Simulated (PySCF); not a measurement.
Si(H)(F)2(OEt) (C2H6F2OSi), SMILES CCO[SiH](F)F. Atoms are numbered in the order given.

```xyz
12

Si     0.8888     0.2690     0.6321
F      1.7700    -0.9997     0.1601
F      1.3676     1.4898    -0.3109
O     -0.6979    -0.0311     0.4161
C     -1.3152    -0.3932    -0.8178
C     -2.8043    -0.5646    -0.5964
H      1.1469     0.5798     2.0414
H     -1.1203     0.3926    -1.5691
H     -0.8648    -1.3304    -1.1898
H     -3.2488     0.3741    -0.2325
H     -3.3019    -0.8481    -1.5369
H     -2.9929    -1.3496     0.1516
```
Charge 0, spin multiplicity 1.

Geometry optimised at ωB97X-D3(BJ)/def2-SVP. The structure was generated by enumeration, and PubChem lists no compound with its InChIKey, so it may never have been made. One conformer was computed; it need not be the lowest.

The numbers are results of PBE/pcSseg-1 (PySCF), not measurements.

GIAO shieldings, no solvent; atoms alike by connectivity are averaged. δ = σ(ref) − σ: ²⁹Si against TMS (σ = 335.4 ppm); ¹⁹F against CFCl3 (σ = 133.6 ppm); ¹⁷O against H2O (σ = 334.3 ppm); ¹³C against TMS (σ = 182.0 ppm); ¹H against TMS (σ = 31.49 ppm), references at their B3LYP-D3(BJ)/def2-TZVP geometries, non-relativistic.

```tsv
nucleus	atoms	count	δ (ppm)
²⁹Si	Si1	1	-61.1
¹⁹F	F2, F3	2	-168.6
¹⁷O	O4	1	92.0
¹³C	C5	1	66.0
¹³C	C6	1	21.7
¹H	H7	1	4.79
¹H	H8, H9	2	4.54
¹H	H10, H11, H12	3	1.62
```
